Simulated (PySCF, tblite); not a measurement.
Isomers of C6H10NSi (doublet state). Method: GFN2-xTB as coded in tblite; computed harmonic values from a numerical Hessian at the method's own geometry, unscaled. Against measured fundamentals such values can be off by several per cent, at times by over 20. Modes of hydrogen on silicon can be 10 to 20 % off. One conformer each. Open shells enter through the occupations alone, without spin polarisation, and single modes of such species can be off by tens of per cent.

Electronic energies: B3LYP/pcH-1 single points on the GFN2-xTB geometries (PySCF, gas phase).

```csv
SMILES,"electronic energy, lowest = 0 (kJ/mol)"
C#C[C@@H]1N[SiH2]C[C@@H]1[CH2],275.3
C[Si](C)n1cccc1,0.0
C#C/[C]=C(/C)[SiH2]NC,286.5
C#C/C=C(\[CH2])[SiH2]NC,230.5
C#C/C=C(\C)[SiH2][N]C,322.1
C=N[SiH2]C#CC[CH]C,267.9
C#C/C=C(\C)[SiH]NC,261.5
[CH2]CC1=NCC([SiH3])=C1,223.3
```

**Question.** How do GFN2-xTB zero-point energies change the relative energies?

**Answer.** 
```json
{"SMILES": "C[Si](C)n1cccc1", "ZPE (kJ/mol)": "379.3", "of it from modes above 1550 cm⁻¹": "193.7", "electronic (kJ/mol)": "0.0", "with ZPE, lowest = 0 (kJ/mol)": "0.0", "lowest mode (cm⁻¹)": "26", "rings": "1"}
{"SMILES": "[CH2]CC1=NCC([SiH3])=C1", "ZPE (kJ/mol)": "351.4", "of it from modes above 1550 cm⁻¹": "177.6", "electronic (kJ/mol)": "223.3", "with ZPE, lowest = 0 (kJ/mol)": "195.4", "lowest mode (cm⁻¹)": "46", "rings": "1"}
{"SMILES": "C#C/C=C(\\[CH2])[SiH2]NC", "ZPE (kJ/mol)": "351.5", "of it from modes above 1550 cm⁻¹": "188.6", "electronic (kJ/mol)": "230.5", "with ZPE, lowest = 0 (kJ/mol)": "202.7", "lowest mode (cm⁻¹)": "7i", "rings": "0"}
{"SMILES": "C#C/C=C(\\C)[SiH]NC", "ZPE (kJ/mol)": "362.4", "of it from modes above 1550 cm⁻¹": "193.6", "electronic (kJ/mol)": "261.5", "with ZPE, lowest = 0 (kJ/mol)": "244.6", "lowest mode (cm⁻¹)": "25", "rings": "0"}
{"SMILES": "C=N[SiH2]C#CC[CH]C", "ZPE (kJ/mol)": "349.6", "of it from modes above 1550 cm⁻¹": "192.6", "electronic (kJ/mol)": "267.9", "with ZPE, lowest = 0 (kJ/mol)": "238.2", "lowest mode (cm⁻¹)": "16i", "rings": "0"}
{"SMILES": "C#C[C@@H]1N[SiH2]C[C@@H]1[CH2]", "ZPE (kJ/mol)": "357.8", "of it from modes above 1550 cm⁻¹": "189.7", "electronic (kJ/mol)": "275.3", "with ZPE, lowest = 0 (kJ/mol)": "253.8", "lowest mode (cm⁻¹)": "77", "rings": "1"}
{"SMILES": "C#C/[C]=C(/C)[SiH2]NC", "ZPE (kJ/mol)": "351.6", "of it from modes above 1550 cm⁻¹": "197.6", "electronic (kJ/mol)": "286.5", "with ZPE, lowest = 0 (kJ/mol)": "258.8", "lowest mode (cm⁻¹)": "39", "rings": "0"}
{"SMILES": "C#C/C=C(\\C)[SiH2][N]C", "ZPE (kJ/mol)": "350.5", "of it from modes above 1550 cm⁻¹": "193.8", "electronic (kJ/mol)": "322.1", "with ZPE, lowest = 0 (kJ/mol)": "293.3", "lowest mode (cm⁻¹)": "23", "rings": "0"}
```

The zero-point energies span 29.7 kJ/mol, from `C=N[SiH2]C#CC[CH]C` to `C[Si](C)n1cccc1`. Slightly imaginary modes are left out of the zero-point energy: `C#C/C=C(\[CH2])[SiH2]NC` 7.0i cm⁻¹ and `C=N[SiH2]C#CC[CH]C` 15.6i cm⁻¹. The lowest isomer stays, but the order above it changes.

**Question.** And how do the electronic energies of GFN2-xTB itself compare?

**Answer.** `C[Si](C)n1cccc1` 0.0; `[CH2]CC1=NCC([SiH3])=C1` 158.5; `C#C/C=C(\[CH2])[SiH2]NC` 222.8; `C#C/C=C(\C)[SiH]NC` 230.2; `C=N[SiH2]C#CC[CH]C` 280.9; `C#C[C@@H]1N[SiH2]C[C@@H]1[CH2]` 210.2; `C#C/[C]=C(/C)[SiH2]NC` 251.1; `C#C/C=C(\C)[SiH2][N]C` 263.0 kJ/mol, lowest = 0. Against the energies above, taken from the same isomer `C[Si](C)n1cccc1`, the largest difference is 65.1 kJ/mol.

**Question.** What do entropy and thermal enthalpy add at 298.15 K and 1 bar (rigid rotor, harmonic oscillator, one conformer each)?

**Answer.** 
| SMILES | point group | symmetry number | S (J/(mol K)) | H − H(0) (kJ/mol) | ZPE + H − H(0) − TS (kJ/mol) |
| --- | --- | --- | --- | --- | --- |
| C[Si](C)n1cccc1 | C1 | 1 | 417.2 | 28.23 | 283.1 |
| [CH2]CC1=NCC([SiH3])=C1 | C1 | 1 | 418.9 | 29.07 | 255.6 |
| C#C/C=C(\C)[SiH]NC | C1 | 1 | 464.2 | 33.84 | 257.8 |
| C#C[C@@H]1N[SiH2]C[C@@H]1[CH2] | C1 | 1 | 402.5 | 28.49 | 266.3 |
| C#C/[C]=C(/C)[SiH2]NC | C1 | 1 | 462.6 | 34.65 | 248.3 |

S holds R ln(2S + 1) for the spin.

Not tabulated: `C#C/C=C(\[CH2])[SiH2]NC` (lowest mode only 7i cm⁻¹); `C=N[SiH2]C#CC[CH]C` (lowest mode only 16i cm⁻¹); `C#C/C=C(\C)[SiH2][N]C` (lowest mode only 23 cm⁻¹).
